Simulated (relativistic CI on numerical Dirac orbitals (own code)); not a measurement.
Line list: Electric-dipole lines, Ho³³⁺

Computed by Dirac-Coulomb-Breit CI, orbitals from a KLI potential per configuration, model QED, unscaled Slater integrals (own radial code, finite nucleus).

Configurations in the expansion (outside the closed core [Ar] 3d10): 4s²4p⁴, 4s4p⁵, 4s²4p³4d, 4p⁶, 4s4p⁴4d, 4s²4p³4f, 4s4p⁴4f, 4p⁵4d, 4s4p³4d², 4s²4p²4d4f, 4p⁵4f, 4p⁴4d², 4p³4d³, 4p³4d²4f. Double excitations out of closed p, d and f shells are left out; levels of such configurations are missing from the list, as are those of other unlisted configurations, and high levels can miss mixing partners.

| λ vac (Å) | Lower | Upper | A (s⁻¹) | gf | Branching (%) |
| --- | --- | --- | --- | --- | --- |
| 59.660 | 4s4p⁵ ³P°2 [10] | 4s4p⁴4d ³P2 [93] | 3.89e+11 | 1.04e+00 | 40.5 |
| 60.345 | 4s4p⁵ ³P°2 [10] | 4s4p⁴4d ³D3 [92] | 2.27e+11 | 8.68e-01 | 36.6 |
| 61.665 | 4s²4p⁴ ¹S0 [2] | 4s²4p³4d ³D°1 [36] | 6.69e+11 | 1.14e+00 | 69.1 |
| 61.855 | 4s²4p⁴ ³P1 [3] | 4s²4p³4d ³D°2 [45] | 4.36e+11 | 1.25e+00 | 46.9 |
| 62.466 | 4s²4p⁴ ³P2 [1] | 4s²4p³4d ³D°3 [30] | 1.26e+12 | 5.17e+00 | 99.6 |
| 62.793 | 4s²4p⁴ ³P2 [1] | 4s²4p³4d ³P°2 [29] | 1.16e+12 | 3.44e+00 | 98.2 |
| 63.000 | 4s²4p⁴ ³P2 [1] | 4s²4p³4d ³S°1 [28] | 1.09e+12 | 1.94e+00 | 97.7 |
| 63.157 | 4s²4p⁴ ¹D2 [4] | 4s²4p³4d ³D°2 [45] | 4.94e+11 | 1.48e+00 | 53.1 |
| 63.198 | 4s²4p⁴ ³P1 [3] | 4s²4p³4d ³P°1 [41] | 8.25e+11 | 1.48e+00 | 75.1 |
| 63.229 | 4s²4p⁴ ¹D2 [4] | 4s²4p³4d ¹F°3 [44] | 1.11e+12 | 4.66e+00 | 100.0 |
| 63.489 | 4s²4p⁴ ¹S0 [2] | 4s²4p³4d ³P°1 [33] | 5.90e+11 | 1.07e+00 | 65.3 |
| 63.697 | 4s²4p⁴ ³P1 [3] | 4s²4p³4d ³P°0 [40] | 1.28e+12 | 7.80e-01 | 100.0 |
| 69.747 | 4s²4p³4d ³F°2 [18] | 4s²4p³4f ³G3 [108] | 3.33e+11 | 1.70e+00 | 49.0 |
| 69.846 | 4s4p⁵ ³P°2 [6] | 4s²4p³4f ³F3 [71] | 3.41e+11 | 1.75e+00 | 47.1 |
| 71.292 | 4s²4p³4d ³F°3 [9] | 4s²4p³4f ³G4 [72] | 3.70e+11 | 2.54e+00 | 67.7 |
| 71.440 | 4s²4p³4d ⁵D°1 [7] | 4s4p⁴4d ¹D2 [69] | 2.34e+11 | 8.96e-01 | 38.7 |
| 71.548 | 4s²4p³4d ³F°3 [9] | 4s²4p³4f ³F3 [71] | 2.59e+11 | 1.39e+00 | 35.8 |
| 72.120 | 4s²4p³4d ³G°4 [21] | 4s²4p³4f ¹H5 [111] | 2.94e+11 | 2.52e+00 | 84.7 |
| 74.545 | 4s²4p³4d ³F°4 [26] | 4s²4p³4f ³G5 [115] | 3.19e+11 | 2.93e+00 | 65.9 |
| 75.531 | 4s²4p³4d ³F°4 [11] | 4s²4p³4f ³G5 [73] | 3.90e+11 | 3.66e+00 | 99.5 |
| 75.590 | 4s²4p³4d ⁵D°4 [24] | 4s²4p³4f ⁵F5 [106] | 3.46e+11 | 3.26e+00 | 95.6 |
| 75.670 | 4s²4p³4d ³F°4 [11] | 4s²4p³4f ³G4 [72] | 1.63e+11 | 1.26e+00 | 29.7 |
| 75.699 | 4s²4p⁴ ³P1 [3] | 4s²4p³4d ¹D°2 [39] | 5.40e+11 | 2.32e+00 | 57.3 |
| 75.930 | 4s²4p³4d ¹F°3 [34] | 4s²4p³4f ¹G4 [125] | 3.76e+11 | 2.92e+00 | 86.6 |
| 76.130 | 4s²4p⁴ ³P0 [5] | 4s²4p³4d ¹P°1 [58] | 9.66e+11 | 2.52e+00 | 95.8 |
| 76.278 | 4s²4p³4d ³F°4 [42] | 4s²4p³4f ³G5 [161] | 3.39e+11 | 3.25e+00 | 98.3 |
| 76.298 | 4s²4p³4d ³G°5 [27] | 4s²4p³4f ³H6 [114] | 2.99e+11 | 3.39e+00 | 100.0 |
| 76.324 | 4s²4p³4d ³D°2 [13] | 4s²4p³4f ³F3 [77] | 3.00e+11 | 1.84e+00 | 52.2 |
| 76.504 | 4s4p⁵ ³P°2 [10] | 4s4p⁴4d ³D3 [66] | 2.15e+11 | 1.32e+00 | 45.9 |
| 77.464 | 4s²4p³4d ³D°1 [15] | 4s4p⁴4d ³D2 [81] | 2.56e+11 | 1.15e+00 | 55.5 |
| 77.659 | 4s²4p⁴ ¹D2 [4] | 4s²4p³4d ¹D°2 [39] | 3.53e+11 | 1.59e+00 | 37.5 |
| 78.003 | 4s²4p³4d ³D°3 [14] | 4s²4p³4f ³F3 [77] | 1.96e+11 | 1.25e+00 | 34.1 |
| 78.453 | 4s²4p⁴ ¹D2 [4] | 4s²4p³4d ³S°1 [38] | 6.79e+11 | 1.88e+00 | 76.7 |
| 79.001 | 4s²4p³4d ³D°3 [14] | 4s²4p³4f ³F4 [76] | 3.01e+11 | 2.54e+00 | 81.6 |
| 80.058 | 4s²4p⁴ ³P1 [3] | 4s²4p³4d ³D°2 [35] | 1.44e+11 | 6.93e-01 | 39.7 |
| 80.236 | 4s²4p⁴ ¹D2 [4] | 4s²4p³4d ¹F°3 [37] | 3.42e+11 | 2.31e+00 | 84.7 |
| 81.855 | 4s²4p⁴ ³P2 [1] | 4s²4p³4d ³D°3 [14] | 2.43e+11 | 1.71e+00 | 100.0 |
| 82.253 | 4s²4p⁴ ¹D2 [4] | 4s²4p³4d ³D°2 [35] | 1.54e+11 | 7.80e-01 | 42.3 |
| 82.435 | 4s²4p³4d ³F°4 [11] | 4s4p⁴4d ³F4 [64] | 1.03e+11 | 9.43e-01 | 49.9 |
| 82.474 | 4s²4p³4d ³F°4 [11] | 4s4p⁴4d ⁵P3 [63] | 2.18e+11 | 1.56e+00 | 71.9 |
| 83.059 | 4s²4p³4d ³F°3 [9] | 4s4p⁴4d ³D2 [60] | 2.54e+11 | 1.31e+00 | 79.0 |
| 83.553 | 4s²4p⁴ ¹S0 [2] | 4s²4p³4d ³D°1 [15] | 2.29e+11 | 7.18e-01 | 96.6 |
| 83.790 | 4s²4p⁴ ³P2 [1] | 4s²4p³4d ³D°2 [13] | 2.01e+11 | 1.06e+00 | 96.8 |
| 85.287 | 4s²4p⁴ ³P2 [1] | 4s4p⁵ ³P°1 [12] | 1.83e+11 | 5.99e-01 | 90.6 |
| 86.474 | 4s²4p³4d ³F°3 [9] | 4s4p⁴4d ³G3 [55] | 1.20e+11 | 9.44e-01 | 77.4 |

Terms are leading LS components. Brackets give the number of a level in order of energy, since labels repeat. The list gives strong lines, with weight on those to low levels, without lines whose two gauges differ by over a factor of 2.5, among the lowest 200 of 2773 levels, so that lines to higher ones, which can be the strongest, are missing. Levels whose partners in the same complex of configurations lie outside the list can be far off, and so can their lines. Rates are taken at the computed energies, electric ones in the length gauge.

At this charge energies of transitions that change n are usually good to better than 1 %, and those within a shell (Δn = 0) to a few per cent.

LS names give the leading component of a level, which can be under half, so a name can repeat, a term be missing and a line seem to break the LS rules.
